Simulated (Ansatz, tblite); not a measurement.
Forces on Sn₂H₄⁺ at its B3LYP-D4/def2-TZVP geometry. Charge 1, multiplicity 2.

In the def2 sets Sn takes a core potential; there is no spin–orbit coupling. The xTB rows come from tblite. The structure comes from a short search, and lower isomers may exist.

GFN1-xTB (tblite), largest force 1.27 eV/Å:

```xyz
6
positions Å, forces eV/Å
Sn    0.119    1.251    0.528   -0.556    0.617   -0.965
Sn   -0.118   -1.251   -0.528    0.545   -0.620    0.967
H     1.624    2.033    0.459    0.189    0.026    0.437
H    -1.631   -2.020   -0.469   -0.182   -0.024   -0.435
H     0.970   -1.739   -1.737   -0.229   -0.028   -0.414
H    -0.964    1.724    1.747    0.232    0.030    0.411
```

GFN2-xTB (tblite), largest force 1.20 eV/Å:

```
Sn -0.548 0.224 -1.046
Sn 0.540 -0.224 1.046
H 0.496 0.218 0.353
H -0.491 -0.212 -0.353
H 0.054 -0.155 -0.621
H -0.051 0.149 0.621
```

r2SCAN-D4/def2-TZVP (Ansatz), largest force 0.14 eV/Å:

```
Sn 0.024 -0.137 0.024
Sn -0.023 0.135 -0.027
H -0.071 -0.032 -0.012
H 0.072 0.027 0.015
H -0.041 0.021 0.070
H 0.039 -0.015 -0.070
```
